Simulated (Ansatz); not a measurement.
Species: SF3, charge 1, multiplicity 1. It need not be the lowest isomer of its formula. 
Structure (B3LYP-D3(BJ)/def2-TZVP (Ansatz, a quantum-chemistry and plane-wave program) minimum search):
```xyz
4

F      1.3522     0.0269    -0.1577
S     -0.0351    -0.0352     0.4446
F     -0.6573     1.1709    -0.2259
F     -0.6325    -1.1352    -0.4067
```
Charge +1, spin multiplicity 1.

Parts of the frozen-core correlation energy in STO-3G (Ansatz, hartree). Frozen orbitals: 8; correlated occupied orbitals by spin: 13 and 13; virtual: 3 and 3. No spin-orbit coupling. Non-relativistic.

```
term                            value
-------------------------  ----------
reference (HF)             -686.87608
MP2 opposite-spin                   …
MP2 same-spin                -0.01406
CCSD correlation                    …
(T)                                 …
FCI minus CCSD(T)            -0.00205
T1 diagnostic                   0.015
largest doubles amplitude       0.054
```

Fill in the missing entries.


- MP2 opposite-spin, value: -0.08096
- CCSD correlation, value: -0.12287
- (T), value: -0.00588
